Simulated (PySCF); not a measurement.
Write Cartesian coordinates for `[NH]([GeH2][CH3])[SiH3]` as optimised with PBE0-D3(BJ)/def2-SVP.

```
atom  x, y, z in Å
C1    -2.320    0.049    0.451
Ge2   -0.685   -0.690   -0.304
N3     0.659    0.544   -0.039
Si4    2.372    0.307   -0.149
H5    -2.616    0.958   -0.094
H6    -3.140   -0.679    0.377
H7    -2.171    0.303    1.510
H8    -0.280   -2.006    0.396
H9    -0.863   -0.976   -1.813
H10    0.336    1.471    0.219
H11    3.030    1.632   -0.371
H12    2.682   -0.607   -1.293
H13    2.986   -0.307    1.074
```

Orientation and origin are arbitrary. Atoms count from 1 in this order. Si4 (SiH3 silicon) is distorted tetrahedral (angles from 106.8° to 114.1°). Ge2 (germanium bonded to C, N and 2 H) is tetrahedral (angles from 107.6° to 111.6°). N3 (silicon-bound nitrogen) is planar (angles 128.3°, 117.1° and 114.6°, sum 360.0°, 0.01 Å off the plane of its three neighbours).

Bonds between heavy atoms (Å): C1–Ge2 1.946, Ge2–N3 1.843, N3–Si4 1.733.

Computed, not measured: PBE0-D3(BJ)/def2-SVP geometry optimisation, gas phase (PySCF).

Point group: C1 (no symmetry element, even within 0.4 Å). Stationary, but not proved a minimum. The numbers are those of one conformer (C1–Ge2–N3–Si4 164°).
